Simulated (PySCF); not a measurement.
C₃H₅NSi₂, SMILES C(C1=N[SiH2][SiH2]1)#C. Atoms are numbered in the order given.

```xyz
11

C     -0.2305     3.2641     0.0000
C     -0.2895     2.0377     0.0000
C     -0.2325     0.6104     0.0000
N     -1.2935    -0.1615     0.0000
Si    -0.5718    -1.8325     0.0000
Si     1.3718    -0.5033     0.0000
H     -0.2051     4.3454     0.0000
H     -0.9581    -2.6185     1.2230
H     -0.9581    -2.6185    -1.2230
H      2.2454    -0.3756    -1.2227
H      2.2454    -0.3756     1.2227
```

The structure is a stationary point at PBE-D3(BJ)/def2-SVP. The structure was generated by enumeration, and PubChem lists no compound with its InChIKey, so it may never have been made.

Calculation: PBE-D3(BJ)/def2-SVP run with PySCF 2.14.0.

Frequencies are harmonic and unscaled.

| mode | ν (cm⁻¹) | IR (km/mol) | moving atoms (share of kinetic energy) |
|---|---|---|---|
| 1 | 86 | 4.2 | N 39 %, H 29 %, C 19 %, Si 14 % |
| 2 | 136 | 2.7 | C 50 %, Si 24 %, H 17 %, N 9 % |
| 3 | 203 | 0.1 | C 53 %, H 37 %, N 8 % |
| 4 | 337 | 16.8 | H 83 %, C 13 % |
| 5 | 379 | 3.6 | Si 51 %, C 35 %, H 10 % |
| 6 | 402 | 10.7 | Si 62 %, C 19 %, H 12 % |
| 7 | 436 | 1.5 | C 44 %, Si 41 %, H 10 % |
| 8 | 455 | 1.7 | H 57 %, C 38 % |
| 9 | 547 | 3.4 | H 70 %, Si 18 % |
| 10 | 582 | 3.9 | C 48 %, N 27 %, Si 20 % |
| 11 | 621 | 26.2 | H 79 %, C 20 % |
| 12 | 629 | 69.9 | H 81 %, Si 14 % |
| 13 | 642 | 13.9 | H 85 %, N 9 % |
| 14 | 671 | 7.9 | C 56 %, H 38 % |
| 15 | 686 | 21.9 | H 77 %, C 23 % |
| 16 | 730 | 4.7 | H 42 %, N 34 %, C 15 %, Si 9 % |
| 17 | 791 | 185.2 | H 43 %, N 32 %, Si 20 % |
| 18 | 885 | 87.1 | H 92 % |
| 19 | 909 | 137.6 | H 95 % |
| 20 | 1081 | 11.9 | C 85 %, N 8 % |
| 21 | 1508 | 105.8 | C 59 %, N 40 % |
| 22 | 2126 | 23.1 | C 88 %, H 12 % |
| 23 | 2130 | 101.0 | H 95 % |
| 24 | 2150 | 49.2 | H 96 % |
| 25 | 2158 | 105.7 | H 97 % |
| 26 | 2170 | 121.6 | H 96 % |
| 27 | 3401 | 84.1 | H 86 %, C 14 % |
